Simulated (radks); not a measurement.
Effect of the nuclear size on the selenium ion Se6+, [Ar] 3d10. Method: Dirac Kohn-Sham, relativistic LDA (MacDonald-Vosko exchange, VWN5 correlation), spin-unpolarised, spherical densities, finite nucleus; Fermi nuclear charge, rms radius 4.14 fm; computed with a radial shooting solver on a logarithmic mesh with Libxc functionals. The rms radius is varied about that value; shifts are against it.

rms radius (fm)  total energy shift (eV)  density at nucleus (e/bohr^3)  1s1/2 shift (meV)  2s1/2 shift (meV)  3s1/2 shift (meV)  3p1/2 shift (meV)  4s1/2 (empty) shift (meV)
3.6308                            -0.107                      3.968e+04              -45.1              -4.51             -0.719              0.045                     -0.123
3.7715                           -0.0784                      3.957e+04              -33.2              -3.32             -0.529              0.033                     -0.090
4.14                                   0                      3.931e+04              0.000              0.000              0.000              0.000                      0.000
4.5167                            0.0871                      3.906e+04               36.9               3.69              0.588             -0.037                      0.100
4.7237                             0.138                      3.894e+04               58.5               5.85              0.931             -0.058                      0.159

Slopes of the eigenvalues against <r^2> in GHz/fm^2, as finite differences over the two radii next to the reference (eigenvalue slopes, not the field-shift constants of lines): 1s1/2 2750, 2s1/2 275, 3s1/2 43.7, 3p1/2 -2.73, 4s1/2 (empty) 7.46.
